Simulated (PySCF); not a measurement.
Re⁺: ionisation energy

Re⁺ [Xe] 4f14 5d5 6s1 (7S) → Re²⁺ [Xe] 4f14 5d5 (6S), as a difference of total energies. All numbers are calculated (PySCF 2.14, scalar relativity by spin-free X2C-1e, in ANO-RCC-VTZP). Correlated levels: valence: [Xe] 4f14 frozen. The calculations carry no spin-orbit coupling.

| method | ionisation energy (eV) |
| --- | --- |
| UHF | 15.756 |
| LDA | 17.530 |
| PBE | 17.232 |
| PBE0 | 16.942 |
| r2SCAN | 17.341 |
| MP2 (valence) | 16.322 |
| SCS-MP2 (valence) | 15.944 |

Errors of the correlated levels include the incompleteness of this basis and the frozen core.

Q: Which method comes closest to the reference value, and which is furthest?

A: The reference is 16.6 ± 0.5 eV (semi-empirical (NIST evaluation); NIST Atomic Spectra Database, ionization energies). Closest: MP2 (valence) (error -0.278 eV); furthest: LDA (error 0.930 eV).
